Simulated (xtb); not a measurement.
xtb input (GFN1-xTB):

```bash
xtb mol.xyz --gfn 1 --sp --chrg -1 --uhf 0
```
mol.xyz:
```
7

O     -0.59554283     1.18168586    -0.84776307
Si    -0.05066294     0.21109655     0.24388064
O      1.57014383    -0.24286401     0.00757606
O     -0.91892818    -1.24558715     0.35843497
H     -0.02683021     0.65415144     1.67916627
H      1.82320980     0.09823003    -0.85624813
H     -1.53248110    -1.25361070    -0.38323086
```

End of the output:

```
         :::::::::::::::::::::::::::::::::::::::::::::::::::::
         ::                     SUMMARY                     ::
         :::::::::::::::::::::::::::::::::::::::::::::::::::::
         :: total energy             -18.011321413458 Eh    ::
         :: gradient norm              0.031732434735 Eh/a0 ::
         :: HOMO-LUMO gap              8.241263495079 eV    ::
         ::.................................................::
         :: SCC energy               -18.099951945554 Eh    ::
         :: -> electrostatic           0.291367593320 Eh    ::
         :: repulsion energy           0.090240753701 Eh    ::
         :: dispersion energy         -0.001610221605 Eh    ::
         :: halogen bond corr.         0.000000000000 Eh    ::
         :: add. restraining           0.000000000000 Eh    ::
         :: total charge              -1.000000000000 e     ::
         :::::::::::::::::::::::::::::::::::::::::::::::::::::

           -------------------------------------------------
          |                Property Printout                |
           -------------------------------------------------

    * Orbital Energies and Occupations

         #    Occupation            Energy/Eh            Energy/eV
      -------------------------------------------------------------
         1        2.0000           -0.5257524             -14.3065
         2        2.0000           -0.5255623             -14.3013
         3        2.0000           -0.4537144             -12.3462
         4        2.0000           -0.3860780             -10.5057
         5        2.0000           -0.3630690              -9.8796
         6        2.0000           -0.3272952              -8.9062
         7        2.0000           -0.3104564              -8.4479
         8        2.0000           -0.3062806              -8.3343
         9        2.0000           -0.2712688              -7.3816
        10        2.0000           -0.2595208              -7.0619
        11        2.0000           -0.2314380              -6.2977
        12        2.0000           -0.2260447              -6.1510
        13        2.0000           -0.2176249              -5.9219 (HOMO)
        14                          0.0852360               2.3194 (LUMO)
        15                          0.1013147               2.7569
        16                          0.1735565               4.7227
Note: The following floating-point exceptions are signalling: IEEE_DENORMAL
normal termination of xtb
        17                          0.1784307               4.8553
        18                          0.1869173               5.0863
        19                          0.2643335               7.1929
        20                          0.4400908              11.9755
        21                          0.5064442              13.7810
        22                          0.5120286              13.9330
        23                          0.6107001              16.6180
        24                          0.6253765              17.0174
       ...                                ...                  ...
        27                          1.5502466              42.1844
      -------------------------------------------------------------
                  HL-Gap            0.3028609 Eh            8.2413 eV
             Fermi-level           -0.0661945 Eh           -1.8012 eV

  Mulliken/CM5 charges         n(s)   n(p)   n(d)
     1O    -0.66282 -0.67260   1.699  4.964  0.000
     2Si    0.38485  0.28487   0.855  1.616  1.144
     3O    -0.59800 -0.76991   1.679  4.919  0.000
     4O    -0.59800 -0.76991   1.679  4.919  0.000
     5H    -0.12921 -0.04264   1.129  0.000  0.000
     6H     0.30159  0.48510   0.698  0.000  0.000
     7H     0.30159  0.48510   0.698  0.000  0.000

Wiberg/Mayer (AO) data.
largest (>0.10) Wiberg bond orders for each atom

 ---------------------------------------------------------------------------
     #   Z sym  total        # sym  WBO       # sym  WBO       # sym  WBO
 ---------------------------------------------------------------------------
     1   8 O    2.079 --     2 Si   1.959
     2  14 Si   5.207 --     1 O    1.959     4 O    1.125     3 O    1.125
                             5 H    0.944
     3   8 O    2.067 --     2 Si   1.125     6 H    0.881
     4   8 O    2.067 --     2 Si   1.125     7 H    0.881
     5   1 H    0.986 --     2 Si   0.944
     6   1 H    0.934 --     3 O    0.881
     7   1 H    0.934 --     4 O    0.881
 ---------------------------------------------------------------------------

Topologies differ in total number of bonds
Writing topology from bond orders to xtbtopo.mol

 dipole moment from electron density (au)
     X       Y       Z
   0.2541  -0.8233  -0.5506  total (Debye):    2.599

           -------------------------------------------------
          | TOTAL ENERGY              -18.011321413458 Eh   |
          | GRADIENT NORM               0.031732434735 Eh/α |
          | HOMO-LUMO GAP               8.241263495079 eV   |
           -------------------------------------------------

------------------------------------------------------------------------
------------------------------------------------------------------------
 total:
 SCF:
```

It need not be the lowest isomer of its formula. Whether it binds its extra electron was not tested at this geometry.
